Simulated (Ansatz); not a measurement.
```xyz
8

H    -0.8954    0.8937   -0.9253
Li   -0.1497    1.4247    0.6360
Li    0.6695    0.1257   -1.4116
H     1.4153    0.6567    0.1497
Li   -1.4153   -0.6567   -0.1497
H    -0.6695   -0.1257    1.4116
H     0.1497   -1.4247   -0.6360
Li    0.8954   -0.8937    0.9253
```

Basis set: 6-31G* (spherical functions). All electrons are correlated. Charge 0, multiplicity 1.

Computed with Ansatz (development build ahead of 0.2.0); each method stands on the lowest determinant of its kind that the runs found. Restricted open shells among the atoms or ions are ROHF, correlated in semicanonical orbitals with singles.

Give the atomization energy at this shape (free ground-state atoms in the same class of orbitals less the molecule, no zero-point energy) of singlet Li₄H₄ by RHF-MP2, RHF.

```
 method  atomization energy
RHF-MP2       1293.8 kJ/mol
    RHF       1093.4 kJ/mol
```
